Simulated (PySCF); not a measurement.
Input file for PySCF: R-M06-2X/def2-TZVPP on CH5BO (SMILES BOC), a point of a torsion scan.

```python
from pyscf import gto, dft

mol = gto.M(
    atom='''
    B     1.33526404   -0.09362243    0.23968043
    O     0.13611816    0.29685682    0.63082354
    C    -1.04770497    0.11169671   -0.10184599
    H     1.51811223   -0.64712782   -0.78926369
    H     2.20919154    0.14615149    0.98169356
    H    -0.86367249   -0.40132677   -1.05005193
    H    -1.74345870   -0.47727298    0.50070945
    H    -1.49386093    1.08967836   -0.29888885
    ''',
    basis='def2-tzvpp',
    charge=0, spin=0, verbose=4, max_memory=1800)
mf = dft.RKS(mol, xc='m062x').density_fit(auxbasis='def2-universal-jkfit')
mf.grids.level = 4
mf.conv_tol = 1e-9
mf.max_cycle = 150
mf.kernel()
mf.dip_moment()
```

Program output:

```
PySCF version 2.14.0

[INPUT] verbose = 4
[INPUT] num. atoms = 8
[INPUT] num. electrons = 24
[INPUT] charge = 0
[INPUT] spin (= nelec alpha-beta = 2S) = 0
[INPUT] symmetry False subgroup None
[INPUT] Mole.unit = angstrom
[INPUT] Symbol           X                Y                Z      unit          X                Y                Z       unit  Magmom
[INPUT]  1 B      1.335264040000  -0.093622430000   0.239680430000 AA    2.523283339580  -0.176920751816   0.452930370118 Bohr   0.0
[INPUT]  2 O      0.136118160000   0.296856820000   0.630823540000 AA    0.257226042980   0.560978088009   1.192083723529 Bohr   0.0
[INPUT]  3 C     -1.047704970000   0.111696710000  -0.101845990000 AA   -1.979875452646   0.211076190915  -0.192461027985 Bohr   0.0
[INPUT]  4 H      1.518112230000  -0.647127820000  -0.789263690000 AA    2.868816341053  -1.222894347387  -1.491492214164 Bohr   0.0
[INPUT]  5 H      2.209191540000   0.146151490000   0.981693560000 AA    4.174766967306   0.276186288797   1.855131966649 Bohr   0.0
[INPUT]  6 H     -0.863672490000  -0.401326770000  -1.050051930000 AA   -1.632104467421  -0.758397681756  -1.984310564271 Bohr   0.0
[INPUT]  7 H     -1.743458700000  -0.477272980000   0.500709450000 AA   -3.294659452490  -0.901915218855   0.946203728482 Bohr   0.0
[INPUT]  8 H     -1.493860930000   1.089678360000  -0.298888850000 AA   -2.822988025888   2.059193664265  -0.564818068186 Bohr   0.0

nuclear repulsion = 70.9077601993479
number of shells = 63
number of NR pGTOs = 218
number of NR cGTOs = 163
basis = def2-tzvpp
ecp = {}


******** <class 'pyscf.df.df_jk.DFRKS'> ********
method = DFRKS
initial guess = minao
damping factor = 0
level_shift factor = 0
DIIS = <class 'pyscf.scf.diis.CDIIS'>
diis_start_cycle = 1
diis_space = 8
diis_damp = 0
SCF conv_tol = 1e-09
SCF conv_tol_grad = None
SCF max_cycles = 150
direct_scf = False
XC library pyscf.dft.libxc version 7.1.2
    S. Lehtola, C. Steigemann, M. J. T. Oliveira, and M. A. L. Marques,  SoftwareX 7, 1–5 (2018)
XC functionals = m062x
    Y. Zhao and D. G. Truhlar,  Theor. Chem. Acc. 120, 215 (2008)
    Y. Zhao and D. G. Truhlar,  Theor. Chem. Acc. 120, 215 (2008)
radial grids:
    Treutler-Ahlrichs [JCP 102, 346 (1995); DOI:10.1063/1.469408] (M4) radial grids

becke partition: Becke, JCP 88, 2547 (1988); DOI:10.1063/1.454033
pruning grids: <function nwchem_prune>
grids dens level: 4
symmetrized grids: False
atomic radii adjust function: <function treutler_atomic_radii_adjust>
small_rho_cutoff = 0
Set gradient conv threshold to 3.16228e-05
Initial guess from minao.
tot grids = 163512
******** <class 'pyscf.df.df.DF'> ********
auxbasis = def2-universal-jkfit
init E= -141.423833358622
  HOMO = -0.358989378760093  LUMO = -0.0551065013303962  gap/eV = 8.26907
cycle= 1 E= -141.152985219243  delta_E= 0.271  |g|= 0.495  |ddm|= 1.84
  HOMO = -0.298643870711444  LUMO = 0.041303040483097  gap/eV = 9.25043
cycle= 2 E= -141.132460579255  delta_E= 0.0205  |g|= 0.63  |ddm|= 0.561
  HOMO = -0.362062481803747  LUMO = 0.0236034270441081  gap/eV = 10.49450
cycle= 3 E= -141.198696226687  delta_E= -0.0662  |g|= 0.0384  |ddm|= 0.309
  HOMO = -0.36601737549702  LUMO = 0.0213942309945914  gap/eV = 10.54201
cycle= 4 E= -141.198987430785  delta_E= -0.000291  |g|= 0.0118  |ddm|= 0.0309
  HOMO = -0.365399118648295  LUMO = 0.0225213084704343  gap/eV = 10.55585
cycle= 5 E= -141.199017054922  delta_E= -2.96e-05  |g|= 0.00359  |ddm|= 0.00927
  HOMO = -0.36531668395876  LUMO = 0.0225138387384582  gap/eV = 10.55341
cycle= 6 E= -141.199020111272  delta_E= -3.06e-06  |g|= 0.000585  |ddm|= 0.00256
  HOMO = -0.365376996422569  LUMO = 0.0224772881089699  gap/eV = 10.55405
cycle= 7 E= -141.199020222103  delta_E= -1.11e-07  |g|= 0.000144  |ddm|= 0.000736
  HOMO = -0.36536074680204  LUMO = 0.0225016594877125  gap/eV = 10.55427
cycle= 8 E= -141.199020228279  delta_E= -6.18e-09  |g|= 3.54e-05  |ddm|= 0.000141
  HOMO = -0.365369395261283  LUMO = 0.0224969197942073  gap/eV = 10.55438
cycle= 9 E= -141.199020228741  delta_E= -4.61e-10  |g|= 8.45e-06  |ddm|= 5.11e-05
  HOMO = -0.36536840049153  LUMO = 0.0224983870764248  gap/eV = 10.55439
Extra cycle  E= -141.19902022876  delta_E= -1.91e-11  |g|= 5.43e-06  |ddm|= 1.2e-05
converged SCF energy = -141.19902022876
Dipole moment(X, Y, Z, Debye): -1.37697, -0.24466, -0.90848
```

The calculation finished and met its thresholds.

Cost: about 25 core-seconds (a rough figure).
